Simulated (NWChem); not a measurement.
CHCl2 cation

```xyz
4

Cl     1.4473     0.0000    -0.1565
C      0.0000     0.0000     0.6084
Cl    -1.4473     0.0000    -0.1565
H      0.0000     0.0000     1.7010
```
Atoms are numbered in this order, from 1.

Results from NWChem. Pople sets run with spherical d functions. STO-3G and 3-21G are far too small for this property and stand as cheap habits. The geometry was optimised at B3LYP/6-31G* (spherical d). GIAO values for the isolated, static molecule; σ is the absolute isotropic shielding, δ = σ(reference) − σ with the isolated reference molecule computed at the same levels (13C: tetramethylsilane, 1H: tetramethylsilane).

For level Hartree-Fock/STO-3G:

- σ Cl1 (ppm): 600.1
- δ C2 (ppm): 278.1
- δ H4 (ppm): 15.44

### Question
How do the values read with level Hartree-Fock/6-31G* instead?

### Answer
| Quantity | Value |
|---|---|
| σ Cl1 (ppm) | 215.9 |
| δ C2 (ppm) | 294.8 |
| δ H4 (ppm) | 12.49 |
